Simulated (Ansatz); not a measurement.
| atom | x (Å) | y (Å) | z (Å) |
| --- | --- | --- | --- |
| H | -0.0397 | 0.0205 | 1.5053 |
| C | 0.0361 | -0.0212 | 0.3888 |
| C | 1.4587 | -0.0408 | -0.0887 |
| C | -0.7500 | 1.3153 | -0.0527 |
| C | -0.7825 | -1.2805 | -0.1146 |
| H | 1.5014 | -0.0203 | -1.1412 |
| H | 1.9630 | 0.8451 | 0.2329 |
| H | 1.9902 | -0.9205 | 0.2195 |
| H | -0.7175 | 1.2925 | -1.1457 |
| H | -1.7792 | 1.3217 | 0.2583 |
| H | -0.2452 | 2.2012 | 0.3238 |
| H | -0.7365 | -1.3136 | -1.1526 |
| H | -0.2450 | -2.1526 | 0.2189 |
| H | -1.8002 | -1.3396 | 0.2527 |

Basis set: STO-3G (spherical functions). Correlated methods keep 4 orbitals frozen. Charge 0, multiplicity 1.

Computed with Ansatz (development build ahead of 0.2.0); each method stands on the lowest determinant of its kind that the runs found. Restricted open shells among the atoms or ions are ROHF, correlated in semicanonical orbitals with singles.

The atomization energy at this shape (free ground-state atoms in the same class of orbitals less the molecule, no zero-point energy) of singlet C4H10:

| method | atomization energy |
| --- | --- |
| RHF-MP2 | 1355.88 kcal/mol |

Task: What does RHF give?

Result: 1249.82 kcal/mol. Caution: the shape is not the minimum.

This basis has no polarisation functions and is too small for such energies, which can lie far from measured ones in either direction.
